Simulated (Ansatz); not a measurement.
`C[CH](C)[Al]([F])[F]`. Charge 0, multiplicity 1.

```xyz
13

C    -0.7874   -1.2320    0.1950
C     0.2460   -0.1930   -0.2427
C     1.1163    0.2711    0.9262
Al   -0.5508    1.2918   -1.2234
F    -1.9425    1.1156   -2.0840
F     0.1482    2.7813   -1.2634
H    -0.2957   -2.0996    0.6492
H    -1.3941   -1.5929   -0.6386
H    -1.4732   -0.8254    0.9443
H     0.9086   -0.6746   -0.9782
H     1.6288   -0.5797    1.3889
H     0.5174    0.7469    1.7085
H     1.8784    0.9905    0.6181
```

What are the harmonic wavenumbers in cm⁻¹ at PBE0-D4/def2-TZVP (Ansatz, finite differences of forces, unscaled)? (Best estimate.)

Ansatz gave: 19, 96, 145, 220, 229, 253, 275, 314, 390, 544, 806, 904, 908, 923, 984, 990, 1108, 1187, 1243, 1313, 1398, 1418, 1477, 1491, 1494, 1501, 2993, 3028, 3028, 3091, 3091, 3117, 3118.

Is this a minimum?

Yes, all 33 modes are real.

Give the ideal-gas thermochemistry at 298.15 K and 1 bar (rigid rotor, harmonic oscillator; point group Cs, symmetry number 1).

Zero-point energy 257.8 kJ/mol; H(298) − E = 282.4 kJ/mol; entropy 384.7 J/(mol·K), of which translation 167.3, rotation 116.5, vibration 100.9; G(298) − E = 167.7 kJ/mol. Modes under 100 cm⁻¹ are hindered rotations or soft bends, so the harmonic entropy is rough.

And at 400, 500, 600, 800 and 1000 K?


```
T (K)  H − E (kJ/mol)  S (J/mol/K)  G − E (kJ/mol)
  400           296.2        424.2           126.5
  500           312.0        459.4            82.3
  600           329.7        491.6            34.7
  800           369.7        549.1           -69.5
 1000           414.5        598.9          -184.4
```
